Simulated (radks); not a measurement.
Spherical quantum dot in the effective-mass picture: electrons in a parabolic well V = omega^2 r^2 / 2 with omega = 0.0684, with a point charge +1 (a donor) at the centre, all in effective atomic units (hartree* = m*/eps^2 hartree, bohr* = eps/m* bohr), one dielectric constant everywhere. Calculated with a radial shooting solver with Libxc functionals: non-relativistic Kohn-Sham, PBE, spin-polarised, spherical densities. Levels are named by radial order and angular momentum (1s, 1p, 1d, 2s, ...), and open shells are averaged over m.

N = 35, configuration 1s2 1p6 1d10 2s2 1f14 3s(up 1, down 0). This is the lowest configuration that the search found (a dilute case). Occupied levels:

level,occupation,eigenvalue (hartree*),<r> (bohr*)
1s up,1,2.4915,2.890
1s down,1,2.4999,2.996
2s up,1,2.5269,12.59
2s down,1,2.5293,13.50
1p up,3,2.5317,13.25
1p down,3,2.5338,14.03
1d up,5,2.5447,14.61
1d down,5,2.5453,14.90
1f down,7,2.5600,15.59
1f up,7,2.5601,15.53
3s up,1,2.5645,12.13

Energy (hartree*): total 50.9625, kinetic 1.6622, external 13.809, Hartree 39.248, exchange-correlation -3.7568.

Electron density:

r (bohr*),n(r) (e/bohr*^3)
0.587,0.1145
2.06,0.01022
3.54,0.001636
5.02,0.0006149
6.49,0.0006259
7.97,0.0007993
9.44,0.0009845
10.9,0.001171
12.4,0.001348
13.9,0.001452
15.3,0.001383
16.8,0.001080
18.3,0.0006349
19.8,0.0002536
21.2,0.00006981
22.7,0.00001340
24.2,1.751e-06
25.7,1.583e-07
27.2,9.826e-09
